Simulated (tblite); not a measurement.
Compound: C₅H₁₁NO₂Si.
Structure used (GFN2-xTB), in Å, numbered top down from 1:
```xyz
20
C5H11NO2Si angstrom
C      3.155   -0.651   -1.185
C      1.841   -0.754   -1.288
Si     0.635    0.053   -0.087
N      1.333    0.984    1.197
O     -0.261   -1.130    0.603
C     -1.662   -1.073    0.611
C     -2.194    0.348    0.482
C     -1.739    0.972   -0.830
O     -0.343    1.052   -0.937
H      3.614   -0.083   -0.391
H      3.836   -1.121   -1.877
H      1.443   -1.339   -2.108
H      1.825    1.823    0.934
H      1.873    0.479    1.882
H     -1.995   -1.520    1.555
H     -2.041   -1.687   -0.217
H     -1.795    0.942    1.306
H     -3.283    0.341    0.530
H     -2.127    1.993   -0.920
H     -2.120    0.380   -1.672
```

Computed values, GFN2-xTB/tblite, gas phase, harmonic and unscaled. Errors from tens to a few hundred cm⁻¹ against measured bands are possible. One conformer, not necessarily the lowest.

Harmonic wavenumbers (cm⁻¹): 47.0, 48.6, 80.6, 116.4, 142.7, 175.1, 249.8, 269.6, 277.2, 307.8, 415.8, 420.4, 504.4, 553.0, 602.8, 666.4, 754.9, 775.1, 847.9, 885.5, 905.5, 909.2, 920.1, 945.0, 1011.1, 1017.3, 1030.1, 1117.4, 1125.2, 1152.2, 1187.3, 1218.9, 1253.3, 1274.8, 1326.2, 1339.9, 1343.0, 1424.7, 1450.8, 1479.3, 1489.0, 1512.4, 1683.5, 2877.3, 2881.9, 2917.8, 2919.3, 2996.9, 2999.8, 3034.2, 3074.8, 3098.3, 3478.9, 3512.0.

A = 2514, B = 1007, C = 975.3 MHz; mass 145.056 u (most abundant isotopes); point group Cs, symmetry number 1.

Q: Zero-point energy?

A: ½Σν̃ = 35024 cm⁻¹ = 418.98 kJ/mol.

Q: Entropy at 200 K, 1 bar (ideal gas, RRHO, classical rotation)?

A: Translation 162.63, rotation 117.42, vibration 95.92: S = 376.0 J/(mol K).

Q: And Cp and H(200 K) − H(0)?

A: Cp = 129.62 J/(mol K), of which vibrations give 96.37 (their classical limit is 54 R = 449.0); H(200 K) − H(0) = 16.82 kJ/mol without the zero-point energy, 10.17 from vibrations.

Q: How do the functions run with temperature in this model?

A: 
```
 T (K)  S (J/(mol K))  Cp (J/(mol K))  H − H(0) (kJ/mol)  G − H(0) (kJ/mol)  ln q(vib)
    50          252.0            61.0               2.25             -10.35       0.75
   100          302.5            86.8               5.97             -24.28       2.29
298.15          435.8           173.4              31.67             -98.27       8.36
373.15          478.3           206.4              45.93            -132.56      10.55
   500          545.7           254.6              75.29            -197.57      14.18
   750          662.5           320.8             147.87            -349.03      21.00
  1000          761.1           363.6             233.77            -527.31      27.30
```

q(vib) and H(0) count from the zero-point level.

Q: Blend soft modes into free rotors: weight 1/[1 + (100 cm⁻¹/ν̃)⁴] for the oscillator and the rest for a rotor with moment μB/(μ + B), μ = h/(8π²ν), B = 10⁻⁴⁴ kg m². What vibrational entropy results?

A: 87.51 J/(mol K) in place of 95.92, which changes −T·S at 200 K by +1.68 kJ/mol.

Hindered rotation and anharmonicity are outside this model. Other conformers, if any are populated, would add a mixing term that is left out.

The run took 1.5 s on an Intel Xeon Platinum 8259CL at 2.50 GHz with one thread, no GPU, on a shared host. This covers the Hessian and the dipole derivatives.
